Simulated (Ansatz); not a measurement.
An input meant for the cluster HgO₂⁻ (charge -1, doublet).

```yaml
crystal:
  periodic: [false, false, false]
  atoms:
    - {symbol: Hg, position_ang: [0.000043, 0.000149, 0.000051]}
    - {symbol: O, position_ang: [-1.315630, -0.291798, 1.387022]}
    - {symbol: O, position_ang: [1.315587, 0.291649, -1.387073]}
basis:
  gaussian: {orbitals: def2-mTZVPP}
total_charge: 3
magnetization: {spin_polarized: true, initial_magnetization: 1}
hamiltonian: {xc: {name: PBE0-DH}, pseudopotentials: {relativity: none}}
scf: {lower_state_search: full}
output: {forces: true}
```

```sh
$ ansatz run in.yaml --threads 4 --pin off --events-out ev --progress --plain --max-ram 3916MiB
```

It prints (some lines left out):

```
Functional definition: PBE0-DH
835 factors; integrals over basis functions are off by at most 1.8e-4 eV
mean field evaluation 1: about -7994.2516 eV, gradient 1.9e2 eV
mean field evaluation 2: about -7994.3077 eV, gradient 1.9e2 eV
mean field evaluation 4: about -8169.9851 eV, gradient 7.6e1 eV
mean field evaluation 8: about -8193.3302 eV, gradient 5.5e0 eV
mean field evaluation 16: about -8193.5053 eV, gradient 9.4e-2 eV
mean field evaluation 32: about -8200.4044 eV, gradient 2.9e-1 eV
mean field evaluation 64: about -8043.9603 eV, gradient 9.8e1 eV
mean field evaluation 96: about -8124.5483 eV, gradient 1.3e2 eV
mean field evaluation 128: about -8201.7144 eV, gradient 2.8e-1 eV
mean field evaluation 160: about -8201.7556 eV, gradient 3.6e-1 eV
mean field evaluation 192: about -8201.7570 eV, gradient 3.3e-2 eV
mean field evaluation 224: about -8201.7570 eV, gradient 4.0e-5 eV
mean field evaluation 256: about -8201.7570 eV, gradient 1.3e-5 eV
mean field evaluation 288: about -8201.7570 eV, gradient 5.1e-6 eV
mean field evaluation 320: about -8199.4195 eV, gradient 3.5e0 eV
mean field evaluation 352: about -8169.7708 eV, gradient 7.1e1 eV
mean field evaluation 384: about -8199.3382 eV, gradient 4.6e0 eV
mean field evaluation 416: about -8162.1900 eV, gradient 8.3e1 eV
mean field evaluation 448: about -8201.7570 eV, gradient 1.5e-5 eV
mean field evaluation 480: about -8191.4732 eV, gradient 4.2e1 eV
mean field evaluation 512: about -8197.7640 eV, gradient 5.1e-1 eV
mean field evaluation 544: about -8197.5782 eV, gradient 1.3e-3 eV
mean field evaluation 576: about -8196.4959 eV, gradient 2.0e1 eV
mean field evaluation 608: about -8197.9758 eV, gradient 5.5e-1 eV
mean field -8201.75700927 eV, -301.4090107402 hartree, gradient 9.0e-6 eV, S^2 2.815260; 22 other end points of the search recorded, 0 dependent functions left out
2 core orbitals not correlated: weight in the atoms' cores, before any rotation towards them, 1.000 or more for the frozen orbitals, at most 0.000 for the correlated occupied ones
reference -8201.75702439 eV, -301.4090112956 hartree; 15, 14 occupied and 67, 68 virtual orbitals, 835 factors
second order -12.42741791 eV of doubles, -0.00000000 eV of singles
Total energy: -8203.31045163 eV, -301.4660986937 hartree
Atom 0 at     0.000043     0.000149     0.000051 Å, force     0.331249     0.074027    -0.348839 eV/Å
Atom 1 at    -1.315630    -0.291798     1.387022 Å, force    -3.566103    -0.791065     3.759529 eV/Å
Atom 2 at     1.315587     0.291649    -1.387073 Å, force     3.234854     0.717037    -3.410690 eV/Å
Dipole moment:    -0.377865    -0.083907     0.398302 e Å
```

In this input the charge is far from what the species holds (3 typed, -1 meant). The run converged. The result belongs to that input, not to the species as meant.

In the def2 sets Hg takes a core potential; there is no spin–orbit coupling. Correlated methods freeze 2 core orbitals; core or outer-core shells of Hg are correlated, in sets that lack core-valence functions. The charge 3 doublet is spin-contaminated (final ⟨S²⟩ up to 2.82, 0.75 for a pure state).
